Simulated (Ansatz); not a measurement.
Reaction (formal exchange of groups at a C–Sn bond): `[CH3][SnH2][C]#N` + `CBCN` → `CBC(N)C#N` + `[CH3][SnH3]`

Program: Ansatz. Geometries: PBE0-D4/def2-TZVP. ΔE: electronic, gas phase. CCSD(T)/CBS adds triple-zeta CCSD(T) − MP2 to the extrapolated MP2 energy (def2 sets, frozen cores). DFT in def2-TZVPP. def2 core potentials past Kr. For Sn outer-core shells are correlated without core-valence functions, which leaves a few kJ/mol of doubt a bond. Each species was taken in one conformer, which may not be the lowest.

**Question.** Is it downhill or uphill in electronic energy at CCSD(T)/CBS, and by how much? (An estimate is asked.)

**Answer.** The calculation gave: Uphill: ΔE = +48.0 kJ/mol.

**Question.** What do these levels give: PBE-D4, ωB97X-V, B2PLYP, PBE, r2SCAN, PBE0, MP2/def2-TZVPP, SCS-MP2/def2-TZVPP, CCSD(T)/def2-TZVPP, HF/def2-QZVPP, HF/CBS(def2), MP2/CBS(def2)? (Estimate.)

**Answer.** Ansatz gave: PBE-D4 32.2, ωB97X-V 39.4, B2PLYP 44.1, PBE 34.8, r2SCAN 36.5, PBE0 35.3, MP2/def2-TZVPP 45.6, SCS-MP2/def2-TZVPP 48.1, CCSD(T)/def2-TZVPP 45.3, HF/def2-QZVPP 48.3, HF/CBS(def2) 48.4, MP2/CBS(def2) 48.4 kJ/mol.

Largest T1 diagnostic among the species: 0.013.

The D4 term adds −4.0 kJ/mol with B3LYP and −2.3 kJ/mol with PBE0; it sums over pairs of atoms, weighted by their polarisabilities, and B3LYP, whose exchange is more repulsive, gets the larger term.

B3LYP here is the variant with VWN-RPA as its local correlation; programs differ in this.
